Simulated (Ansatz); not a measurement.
Geometry optimisation, RKS PBE-D4/def2-SVP in Ansatz.

Input file:

```yaml
crystal:
  periodic: [false, false, false]
  atoms:
    - { symbol: In, position_ang: [0.0, 0.0, 0.0] }
    - { symbol: O, position_ang: [0.0, 0.0, 2.34] }
    - { symbol: H, position_ang: [-0.9095, -0.2814, 2.6771] }
    - { symbol: Cl, position_ang: [2.113, 0.0, -1.22] }
    - { symbol: Cl, position_ang: [-2.113, 0.0, -1.22] }
    - { symbol: P, position_ang: [0.595, 2.5799, 0.8797] }
    - { symbol: H, position_ang: [1.6588, 2.5269, 1.8189] }
    - { symbol: H, position_ang: [0.9813, 3.3809, -0.2273] }
    - { symbol: H, position_ang: [0.3015, 1.3074, 2.1129] }
basis:
  gaussian: { orbitals: def2-SVP }
hamiltonian:
  xc: pbe
  dispersion: d4
relax:
  f_tol: 0.15
  max_steps: 25
  restrain:
    - { distance: [0, 5], at: 2.49, k: 30.0 }
    - { distance: [8, 1], at: 1.01, k: 30.0 }
    - { distance: [0, 1], at: 3.19, k: 30.0 }
    - { distance: [8, 5], at: 2.62, k: 30.0 }
```

Run as:

```bash
$ ansatz run input.yaml --threads 4 --pin off --max-ram 5120MiB --backend cpu --events-out ev --progress --plain --runs-dir out
```

Question: Where does it end, and by what steps?

Answer: The run converged. The restraints hold the end off the free minimum. After 15 steps the energy has fallen by 2.709 eV (the restraints' own energy left out); H7 moved furthest, 1.16 Å. Parted: In1–O2 (2.34 → 3.17 Å). Joined: O2–H9 (1.36 → 0.99 Å).

```json
{"step": "0", "energy less start (eV)": "0.0000", "largest force component (eV/Å)": "2.629", "accepted": "yes"}
{"step": "1", "energy less start (eV)": "-0.5688", "largest force component (eV/Å)": "3.581", "accepted": "yes"}
{"step": "2", "energy less start (eV)": "-1.0966", "largest force component (eV/Å)": "3.499", "accepted": "yes"}
{"step": "3", "energy less start (eV)": "-1.6786", "largest force component (eV/Å)": "2.544", "accepted": "yes"}
{"step": "4", "energy less start (eV)": "-2.3205", "largest force component (eV/Å)": "0.717", "accepted": "yes"}
{"step": "5", "energy less start (eV)": "-2.5094", "largest force component (eV/Å)": "0.642", "accepted": "yes"}
{"step": "6", "energy less start (eV)": "-2.5964", "largest force component (eV/Å)": "1.620", "accepted": "yes"}
{"step": "7", "energy less start (eV)": "-2.6548", "largest force component (eV/Å)": "0.819", "accepted": "yes"}
{"step": "8", "energy less start (eV)": "-2.6741", "largest force component (eV/Å)": "0.607", "accepted": "yes"}
{"step": "9", "energy less start (eV)": "-2.6757", "largest force component (eV/Å)": "0.570", "accepted": "yes"}
{"step": "10", "energy less start (eV)": "-2.6891", "largest force component (eV/Å)": "0.705", "accepted": "yes"}
{"step": "11", "energy less start (eV)": "-2.6998", "largest force component (eV/Å)": "0.605", "accepted": "yes"}
{"step": "12", "energy less start (eV)": "-2.7025", "largest force component (eV/Å)": "0.636", "accepted": "yes"}
{"step": "13", "energy less start (eV)": "-2.7049", "largest force component (eV/Å)": "0.728", "accepted": "yes"}
{"step": "14", "energy less start (eV)": "-2.7073", "largest force component (eV/Å)": "0.648", "accepted": "yes"}
{"step": "15", "energy less start (eV)": "-2.7093", "largest force component (eV/Å)": "0.633", "accepted": "yes"}
```

```xyz
9
Properties=species:S:1:pos:R:3
In 0.460 0.680 -0.355
O -0.206 -0.129 2.640
H -1.141 -0.295 2.406
Cl 2.140 -0.687 -1.299
Cl -1.764 0.009 -0.856
P 0.754 2.697 1.085
H 2.165 2.780 0.808
H 0.395 3.598 0.019
H -0.175 0.861 2.713
```

The run took 25 s on 4 threads of Arm Neoverse V1, on a shared host, peak memory 0.18 GiB.
